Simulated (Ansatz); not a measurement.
Consider the formal exchange of groups at the Al–Al bond: `[OH][AlH][AlH2]` + `CCC` → `C[CH](C)[AlH][OH]` + `[AlH3]`.

Gas-phase electronic energies from Ansatz, PBE0-D4/def2-TZVP geometries. CCSD(T)/CBS adds triple-zeta CCSD(T) − MP2 to the extrapolated MP2 energy (def2 sets, frozen cores). This one scheme is used for every species. Each species was taken in one conformer, which may not be the lowest.

| species | CCSD(T)/CBS(def2) energy (Eh) |
| --- | --- |
| `[OH][AlH][AlH2]` | -561.63147 |
| `CCC` | -118.98051 |
| `C[CH](C)[AlH][OH]` | -436.82132 |
| `[AlH3]` | -243.78045 |

Q: Work out ΔE.

A: ΔE = (-436.82132) + (-243.78045) − (-561.63147) − (-118.98051) = 0.01021 Eh = +26.8 kJ/mol.

Largest T1 diagnostic among the species: 0.013.

In def2-TZVPP, CCSD(T) changes the Hartree–Fock value by −9.5 kJ/mol (the triples alone add −2.2 kJ/mol) and MP2 by −19.8 kJ/mol. Leaving LDA and LC-ωPBE aside and taking each functional with its dispersion term where it has one, the values, not all of them listed here, spread over 20.3 kJ/mol, from ωB97M-V to HSE06-D4. LDA lies −8.4 kJ/mol from PBE without D4.
